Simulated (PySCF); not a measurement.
# Calculated NMR parameters of C#C[SiH2]O[Si](C)(C)N[SiH3]

- Formula: C4H13NOSi3
- SMILES: C#C[SiH2]O[Si](C)(C)N[SiH3]
- InChI: InChI=1S/C4H13NOSi3/c1-4-8-6-9(2,3)5-7/h1,5H,8H2,2-3,7H3
- Point group of the computed structure: C1
- Degrees of unsaturation: 2
- Carbon signals: 3
- Proton signals: 5

Atoms are numbered as in `[CH:1]#[C:2][SiH2:3][O:4][Si:5]([CH3:6])([CH3:7])[NH:8][SiH3:9]`; H(Xn) means a hydrogen on atom n.

- GFN2-xTB geometry
- shielding tensors at PBE0/pcSseg-1 (GIAO)
- run in PySCF 2.14.0 with density-fitted response routines
- fast rotation and ring inversion assumed for equivalent nuclei, in vacuum, relativity neglected, one computed conformer

Scale: TMS for $^{1}$H, $^{13}$C, $^{29}$Si; $^{15}$N vs NH3; $^{17}$O against H2O (reference shieldings calculated alike).

| carbon | δC, type | δH (multiplicity) | HMBC from (2–3 bonds) | span of the C tensor (ppm) |
| --- | --- | --- | --- | --- |
| C1 | 102.9, CH | 2.02 (t) | H(Si3) | 243 |
| C2 | 90.4, C | – | H(Si3), H(C1) | 293 |
| C6/C7 | 2.4, CH3 | 0.28 (s) | H(C6)/H(C7) | 19 |

Other nuclei:
```
 atoms    nucleus                            environment  δ (ppm)  σ (ppm)
H(Si3)    $^{1}$H   hydrogen on a silicon bonded to C, O     5.16    26.56
H(Si9)    $^{1}$H      hydrogen on a silicon bonded to N     4.71    27.00
 H(N8)    $^{1}$H  hydrogen on a nitrogen bonded to 2 Si     0.16    31.56
   Si5  $^{29}$Si            silicon bonded to 2 C, N, O      0.1    349.1
   Si3  $^{29}$Si            silicon bonded to C, O, 2 H    -58.0    407.1
   Si9  $^{29}$Si               silicon bonded to N, 3 H    -61.8    410.9
    N8   $^{15}$N             nitrogen bonded to 2 Si, H     20.3    247.4
    O4   $^{17}$O                  oxygen bonded to 2 Si     59.2    276.9
```

1. Carbon types of the structure: 1 × C, 1 × CH, 2 × CH3, leaving 6 H on heteroatoms.
2. δC 102.9: terminal alkyne carbon; the triple bond shields along its axis, which puts it between sp3 and sp2 carbons.
3. δC 90.4: alkyne carbon; the triple bond shields along its axis, which puts it between sp3 and sp2 carbons.
4. δC 2.4: methyl carbon bonded to Si; an electropositive neighbour leaves it electron-rich and shielded.
5. δH 2.02: hydrogen on a terminal alkyne carbon; it lies on the axis of the triple bond, in its shielding cone.
6. δH 0.16: hydrogen on a nitrogen bonded to 2 Si; labile proton, position sensitive to the medium.

The OH or NH signal is concentration- and solvent-dependent in practice; the value given is the gas-phase one. Shifts are as computed. Against solution values, carbons near 30 ppm lie about +3 ppm off and those near 130 ppm about +5 ppm. Of 1309 compounds with measured shifts, 239 miss one by over three times the rms of a fit or turn the order of signals round; such compounds aren't used in these exercises. Experimental scales use liquid or dissolved standards, which lie at an offset from isolated NH3 (liquid NH3: subtract about 20 ppm) and H2O (liquid H2O: subtract about 36 ppm). No couplings were computed; multiplicities are counted from neighbouring protons, with m where these are inequivalent, close in shift, in a saturated or five-membered ring or joined by F or P, and br s for small geminal =CH2 splittings.
